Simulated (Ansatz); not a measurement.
`CC(C)[O][AlH2]` → `[OH][AlH2]` + `C=CC` at 500 K and 1 bar (alkene loss).

Isolated molecules relaxed with PBE0-D4/def2-TZVP in Ansatz; ΔE leaves out vibrations. CBS: MP2 limit from def2 TZ/QZ plus the TZ coupled-cluster correction, frozen cores. This one scheme is used for every species. Each species was taken in one conformer, which may not be the lowest.

| species | CCSD(T)/CBS energy (Eh) | H − E (kJ/mol) | S (J/(mol·K)) |
| --- | --- | --- | --- |
| `CC(C)[O][AlH2]` | -436.80104 | 345.5 | 433.1 |
| `[OH][AlH2]` | -319.03157 | 95.7 | 286.7 |
| `C=CC` | -117.74610 | 238.4 | 304.6 |

H − E and S are ideal-gas, rigid-rotor, harmonic terms from PBE0-D4/def2-TZVP, for one conformer and one mirror image of each species. 1 Eh = 2625.50 kJ/mol, R = 8.31446 J/(mol·K).

Task: By hand: ΔE, ΔH, ΔS and ΔG.

Result: ΔE = (-319.03157) + (-117.74610) − (-436.80104) = 0.02337 Eh = 61.4 kJ/mol. Δ(H − E) = 95.7 + 238.4 − 345.5 = -11.4, so ΔH = 50.0 kJ/mol. ΔS = 286.7 + 304.6 − 433.1 = 158.2 J/(mol·K). ΔG = 50.0 − 500 × (158.2)/1000 = -29.1 kJ/mol.

Task: By hand: the equilibrium constant, and the temperature at which ΔG would vanish if ΔH and ΔS stayed fixed.

Result: log₁₀ K = −ΔG/(RT ln 10) = 3.0. ΔG = 0 at ΔH/ΔS = 316 K.

The number of gas molecules changes by +1, which sets the sign of ΔS. A doubt of 5 kJ/mol in ΔE shifts log₁₀ K by 0.5 here. Other conformers and mirror images would add mixing entropy, several J/(mol·K) or more a flexible species. Modes under 60 cm⁻¹, often nearly free rotors, make the harmonic entropy too high. These are equilibria of isolated gas molecules and say nothing of rates. Largest T1 diagnostic: 0.012 (customary marks: 0.02 for closed shells, 0.045 for open ones).
